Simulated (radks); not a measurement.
Results of a calculation; reference values are marked as such.
Ge I, 32 electrons, occupied as [Ar] 3d10 4s2 4p2. Level of theory: scalar-relativistic Kohn-Sham, Slater X-alpha with alpha = 0.937, spin-polarised, spherical densities, finite nucleus; open shells are filled with parallel spins first; Fermi nuclear charge, rms radius 4.0742 fm (a radial shooting solver on a logarithmic mesh with Libxc functionals). Some entries of the table are withheld. Estimate them.

| orbital | occ. | eigenvalue (hartree) | r(max) (bohr) | <r> (bohr) |
|---|---|---|---|---|
| 1s up | 1 | -405.8566 | 0.03069 | 0.04691 |
| 1s down | 1 | -405.8531 | 0.03069 | 0.04691 |
| 2s up | 1 | -51.26868 | 0.1753 | 0.2091 |
| 2s down | 1 | -51.26824 | 0.1753 | 0.2091 |
| 2p up | 3 | -45.04249 | 0.1403 | 0.1824 |
| 2p down | 3 | -45.04053 | 0.1403 | 0.1824 |
| 3s up | 1 | -6.45802 | 0.5388 | 0.6189 |
| 3s down | 1 | -6.45471 | 0.5388 | 0.6185 |
| 3p up | 3 | -4.51843 | 0.5377 | 0.6387 |
| 3p down | 3 | -4.51392 | 0.5377 | 0.6379 |
| 3d up | 5 | -1.30216 | (1) | 0.7135 |
| 3d down | 5 | -1.29202 | (2) | 0.7059 |
| 4s up | 1 | -0.53001 | 1.705 | 2.046 |
| 4s down | 1 | -0.42561 | 1.666 | 2.014 |
| 4p up | 2 | -0.22143 | 2.108 | 2.636 |
| 4p down | 0 | -0.11025 | 2.067 | 2.734 |

Answer. 
(1) 3d up r(max) (bohr): 0.4944
(2) 3d down r(max) (bohr): 0.4939
